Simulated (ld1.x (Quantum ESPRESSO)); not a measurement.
**Logarithmic derivatives: La (Z = 57), PAW**

ld1.x (Quantum ESPRESSO) 7.5 input, shortened:

```
&input
   title='La', zed=57., rel=2, dft='PZ', iswitch=3,
   config='[Xe] 4f0 5d1 6s0 6p0', rel_dist='average'
 /
 &inputp
   pseudotype=3, lpaw=.true., tm=.true., lloc=-1, rcloc=1.45,
   nlcc=.true., new_core_ps=.true., rcore=1.20,
   which_augfun='PSQ', rmatch_augfun_nc=.true.
 /
8
5S  1  0   2.00   0.00  1.95  2.40  0.0
6S  2  0   0.00   0.00  1.95  2.40  0.0
5P  2  1   6.00   0.00  2.85  3.65  0.0
6P  3  1   0.00   0.00  2.85  3.65  0.0
5D  3  2   1.00   0.00  2.40  3.20  0.0
5D  3  2   0.00   1.35  2.40  3.20  0.0
4F  4  3   0.00   0.00  1.15  1.50  0.0
4F  4  3   0.00   0.70  1.15  1.50  0.0
 &test
   configts(1)='4f0 5s2 5p6 5d1 6s0 6p0'
 /
```

Open shells are filled in proportion to 2j + 1 (rel_dist='average').

The phase is arctan(r·u′/u) with u = r·R(r), unwrapped; energies in Ry, scanned from -6 to 5 Ry. A pole is an energy at which the radial function vanishes at the test radius. The pseudo phase is shifted by a multiple of π to meet the all-electron one at the reference energy, and phase errors are pseudo minus all-electron; the curves can meet again beyond the range given. Levels narrower than the energy grid can be missing from the lists of poles.

```tsv
channel	radius (bohr)	reference energy (Ry)	poles, all-electron	poles, pseudo	unbroken range about the reference energy with phases within 0.05 rad	phase error 1 Ry above the reference energy (rad)
s	3.96	-1.01	-3.79, -0.12, 4.10	-3.79, -0.12, 3.29	below 0.9	+0.002
p1/2	3.96	-0.75	-2.69, 0.51, 4.87	-2.69, 0.05, 1.08	below -0.2	-0.919
p3/2	3.96	-0.72	-2.49, 0.67	-2.49, 0.02, 1.12	below -0.3	-2.875
d3/2	3.96	-1.10	-0.90, 2.00	-0.90, 1.97, 4.19	below 2.8	-0.009
d5/2	3.96	-1.08	-0.87, 2.04	-0.88, 2.01, 4.16	below 2.8	-0.008
f5/2	3.96	-1.28	-1.27, 0.90, 4.09	-1.27, 0.90, 4.10	the whole range	+0.000
f7/2	3.96	-1.26	-1.25, 0.90, 4.11	-1.25, 0.91, 4.11	the whole range	+0.000
```

The ghost test of this file was not conclusive.

Phases in the f5/2 channel:

| E (Ry) | all-electron | pseudo |
| --- | --- | --- |
| -6.00 | 1.463 | 1.463 |
| -5.74 | 1.461 | 1.461 |
| -5.48 | 1.458 | 1.458 |
| -5.22 | 1.455 | 1.455 |
| -4.96 | 1.452 | 1.452 |
| -4.70 | 1.448 | 1.448 |
| -4.44 | 1.444 | 1.444 |
| -4.18 | 1.440 | 1.440 |
| -3.92 | 1.435 | 1.435 |
| -3.66 | 1.429 | 1.429 |
| -3.40 | 1.423 | 1.423 |
| -3.14 | 1.416 | 1.416 |
| -2.88 | 1.408 | 1.408 |
| -2.62 | 1.398 | 1.398 |
| -2.36 | 1.386 | 1.386 |
| -2.10 | 1.372 | 1.372 |
| -1.84 | 1.352 | 1.352 |
| -1.58 | 1.323 | 1.323 |
| -1.32 | 1.127 | 1.128 |
| -1.06 | -1.850 | -1.850 |
| -0.80 | -1.930 | -1.930 |
| -0.54 | -2.066 | -2.066 |
| -0.28 | -2.421 | -2.421 |
| -0.02 | -3.546 | -3.545 |
| 0.24 | -4.325 | -4.325 |
| 0.50 | -4.561 | -4.561 |
| 0.76 | -4.672 | -4.672 |
| 1.02 | -4.745 | -4.745 |
| 1.28 | -4.808 | -4.808 |
| 1.54 | -4.881 | -4.881 |
| 1.80 | -4.995 | -4.994 |
| 2.06 | -5.265 | -5.264 |
| 2.32 | -6.346 | -6.343 |
| 2.58 | -7.358 | -7.357 |
| 2.84 | -7.607 | -7.607 |
| 3.10 | -7.708 | -7.708 |
| 3.36 | -7.765 | -7.765 |
| 3.62 | -7.803 | -7.803 |
| 3.88 | -7.833 | -7.833 |
| 4.14 | -7.858 | -7.858 |
| 4.40 | -7.882 | -7.881 |
| 4.66 | -7.906 | -7.905 |
| 4.92 | -7.934 | -7.933 |
